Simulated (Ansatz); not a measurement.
Input file for Ansatz (a quantum-chemistry and plane-wave program): R-r2SCAN/def2-TZVPPD on AlH3 (SMILES [AlH3]) with ghost functions, monomers drawn apart or pushed together. Files ending in .json are basis or fitting sets from the Basis Set Exchange.

Ansatz 0.2 input:
```yaml
crystal:
  periodic: [false, false, false]
  atoms:
    - {symbol: Al, position_ang: [0.28219905, 0.62545735, 0.56096258]}
    - {symbol: H, position_ang: [-0.54047815, -0.29260812, -0.44148129]}
    - {symbol: H, position_ang: [-0.24747156, 2.09128831, 0.86980076]}
    - {symbol: H, position_ang: [1.81159463, 0.28935591, 0.83026113]}
basis:
  gaussian:
    orbitals: def2-TZVPPD.json
    ghost_atoms:
      - {symbol: As, position_ang: [-0.55839351, -0.37813275, 2.57490498]}
      - {symbol: H, position_ang: [-0.09328880, 0.12184971, 3.92274075]}
      - {symbol: H, position_ang: [-0.33927801, -1.84960923, 2.83899008]}
      - {symbol: H, position_ang: [-2.03970092, -0.35657577, 2.87194017]}
hamiltonian:
  xc: {name: r2SCAN}
scf: {lower_state_search: off}
```

Output:

```
WARN ansatz: RAYON_NUM_THREADS=2 ignored (pool sized by the plan → 2); use --threads N
Functional definition: r2SCAN
these checks for a lower state are left out or cut short: stability, starts, cluster_reference, orbital_swaps, neighbouring_geometries, increment
integrals: 0.12 GiB planned
1033 factors; their error is unknown
mean field: 0.84 GiB planned
mean field evaluation 1: about -6643.4194 eV, gradient 1.3e1 eV
mean field evaluation 2: about -6643.9808 eV, gradient 5.6e0 eV
mean field evaluation 4: about -6644.0903 eV, gradient 6.6e-2 eV
mean field evaluation 8: about -6644.0842 eV, gradient 1.0e-3 eV
mean field -6644.08422237 eV, -244.1655916501 hartree, gradient 6.7e-6 eV, S^2 0.000000; 0 other end points of the search recorded, 0 dependent functions left out
reference -6644.08423604 eV, -244.1655921524 hartree; 8, 8 occupied and 196, 196 virtual orbitals, 1033 factors
Total energy: -6644.08423604 eV, -244.1655921524 hartree
Checks for a lower state left out: stability, starts, cluster_reference, orbital_swaps, neighbouring_geometries, increment
```

The calculation finished and met its thresholds.

Cost: about 3 core-seconds (a rough figure).
